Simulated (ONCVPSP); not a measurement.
**Ranking ONCV potentials for manganese**

All share these settings but for the change named:

| Quantity | Value |
| --- | --- |
| Element | manganese (Mn) |
| Generator | ONCVPSP 4.0.1 |
| Type | optimised norm-conserving Vanderbilt (ONCV) |
| Functional | PBE |
| Relativity | fully relativistic |
| Frozen core | [Ne] |
| Valence charge | 15 |
| Reference configuration | 3s2 3p6 3d5 4s1 4p1 |
| Partial waves | 3s+4s: rc 1.40 bohr, ncon 4, nbas 9, qcut 8 1/bohr, 3 projectors, debl 3 Ha; 3p+4p: rc 1.80 bohr, ncon 5, nbas 9, qcut 6.2 1/bohr, 2 projectors; 3d: rc 1.60 bohr, ncon 4, nbas 8, qcut 8 1/bohr, 3 projectors, debl 2.9 Ha |
| Local potential | polynomial inside 0.95 bohr (lpopt 5, dvloc0 0 Ha) |
| Core correction | Teter function, fcfact 6, rcfact 1.1 |

Open shells are filled in proportion to 2j + 1.

Cutoff: the first of the cutoffs (Ha) at which the residual kinetic energy of the hardest occupied pseudo-wave falls to 1 and 0.1 mHa per electron; the density cutoff is not measured.

The base gives 31 Ha.

Of 7 variants that were run, those that failed, showed a ghost or another fault, or gave nearly equal values are left out.

A variant can come out equal or close to the base.

(1) Rank these variants from softest to hardest (loose cutoff).
A. all radii but the core radius scaled by about 0.95 (s 1.32, p 1.70, d 1.52 bohr); local potential polynomial inside 0.90 bohr (lpopt 5, dvloc0 0 Ha)
B. all radii but the core radius scaled by about 1.05 (s 1.48, p 1.90, d 1.68 bohr); local potential polynomial inside 1.00 bohr (lpopt 5, dvloc0 0 Ha)
C. all radii but the core radius scaled by about 1.33 (s 1.86, p 2.40, d 2.12 bohr); local potential polynomial inside 1.26 bohr (lpopt 5, dvloc0 0 Ha)

Answers

(1) C (24 Ha), B (29 Ha), A (36 Ha).
